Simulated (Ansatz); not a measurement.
`[CH3][GeH]([OH])[SeH]`. The species carries charge 0 and has multiplicity 1. The geometry is a stationary point of PBE0-D4/def2-TZVP. It is one conformer, not always the lowest.

```xyz
10

C     1.449   -0.107   -0.115
Ge   -0.401    0.416   -0.330
O    -0.831    1.166    1.227
Se   -1.842   -1.400   -0.774
H     1.823   -0.560   -1.034
H     2.048    0.773    0.127
H     1.532   -0.826    0.700
H    -0.665    1.395   -1.492
H    -1.777    1.305    1.316
H    -1.337   -2.163    0.375
```

**Question.** What is the dipole moment at r2SCAN/def2-TZVPP? (Estimate.)

**Answer.** Computed: 0.71 D, with components (0.69, 0.10, -0.13) D in this frame, pointing from negative to positive charge.

**Question.** And with PBE, B3LYP, ωB97M-V? (Estimate.)

**Answer.** Ansatz gave: PBE 0.67 D, B3LYP 0.67 D, ωB97M-V 0.68 D.

**Question.** Give the Mulliken charges with r2SCAN, B3LYP, ωB97M-V in def2-TZVPP. (Best estimate.)

**Answer.** Ansatz gave: 
| atom | r2SCAN | B3LYP | ωB97M-V |
| --- | --- | --- | --- |
| C1 | -0.26 | -0.35 | -0.41 |
| Ge2 | 0.51 | 0.52 | 0.46 |
| O3 | -0.45 | -0.43 | -0.42 |
| Se4 | -0.30 | -0.28 | -0.28 |
| H5 | 0.09 | 0.12 | 0.14 |
| H6 | 0.10 | 0.12 | 0.14 |
| H7 | 0.08 | 0.11 | 0.13 |
| H8 | -0.03 | -0.03 | 0.00 |
| H9 | 0.19 | 0.17 | 0.17 |
| H10 | 0.07 | 0.06 | 0.08 |

B3LYP here is the variant with VWN-RPA as its local correlation; programs differ in this.
